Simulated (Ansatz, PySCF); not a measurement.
Stretching the Si4–H5 bond in GaH5Si (SMILES [SiH3][GaH2]) (multiplicity 1 held, fragments rigid). Energies count from the point at 1.488 Å.
Geometry at that point (charge 0, multiplicity 1):
| atom | x (Å) | y (Å) | z (Å) |
|---|---|---|---|
| Ga | 0.0214 | -0.3802 | -0.7300 |
| H | -1.2890 | -0.5161 | -1.5946 |
| H | 1.3585 | -0.9627 | -1.3251 |
| Si | -0.0393 | 0.7330 | 1.4213 |
| H | -0.0485 | 2.2044 | 1.2014 |
| H | 1.1342 | 0.4111 | 2.2710 |
| H | -1.2689 | 0.3879 | 2.1794 |

U- levels take the lowest unrestricted solution at each point, which mixes spins at long bonds. Active spaces are followed from a long bond inwards. Levels need not reach the same state.

Cores are frozen in the correlated methods. Filled d and f shells under p-block atoms count as core. Rows in 3-21G, LANL2DZ carry no dispersion term and start afresh at each structure; the Pople sets are all-electron and without relativity. LANL2DZ brings its own core potentials from Na on.

Run with Ansatz (Gaussian basis) for Hartree–Fock, density functionals and correlated methods; PySCF for 3-21G rows, LANL2DZ rows. Values without a source in brackets are computed.

Other levels give for the energy at R = 4.761 Å: U-PBE/def2-TZVPP 84.11; U-B3LYP/def2-TZVPP 87.99; U-wB97X-V/def2-TZVPP 90.48; FIC-MRCISD+Q on CASSCF(2,2)/def2-TZVPP 88.45 kcal/mol.

Common cheap choices:

```csv
level,energy at R = 4.761 Å (kcal/mol)
R-HF/3-21G,166.70
U-HF/LANL2DZ,65.33
R-B3LYP/LANL2DZ,125.76
U-B3LYP/LANL2DZ,86.32
```

Doubts at one or more of the structures used: a restricted determinant that unrestricted orbitals would lower (R-HF/3-21G); a spin-contaminated determinant (U-HF/LANL2DZ, U-B3LYP/LANL2DZ, U-PBE/def2-TZVPP, U-B3LYP/def2-TZVPP, U-wB97X-V/def2-TZVPP).

Ansatz is a program for electronic structure.
